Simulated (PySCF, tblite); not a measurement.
Compound: C₆H₁₄N₃P.
SMILES with atom numbers: `[CH3:1][N:2]=[P@:3]([CH3:4])([CH2:5][CH2:6][C:7]#[N:8])[NH:9][CH3:10]` (hydrogens: H11, H12, H13 on C1; H14, H15, H16 on C4; H17, H18 on C5; H19, H20 on C6; H21 on N9; H22, H23, H24 on C10)

Jobs on this species (24 atoms, 86 electrons) with PySCF (density fitting) and tblite. Hardware of each: one thread, Arm Neoverse V2 (aarch64), on a shared host. Other jobs ran on the host; a repeat could differ by tens of per cent or more.

Question: Rank these jobs by wall time, shortest first.
A. GFN2-xTB; Hessian by finite differences
B. PBE0/pcSseg-1; shieldings, charges and field gradients, density and orbital grids written; 247 basis functions
C. GFN2-xTB; L-BFGS relaxation

Answer: C (0.63 s), A (1.1 s), B (88 s).

All jobs:

```csv
level and settings,work,basis functions,SCF cycles,wall time
GFN2-xTB,L-BFGS relaxation,–,–,0.63 s
GFN2-xTB,Hessian by finite differences,–,–,1.1 s
PBE0/pcSseg-1,"shieldings, charges and field gradients, density and orbital grids written",247,16,88 s
```

Q: What do all jobs in the table cost together?

A: About 90 s; the longest takes about 98 % of that, and about 140 times as long as the shortest.
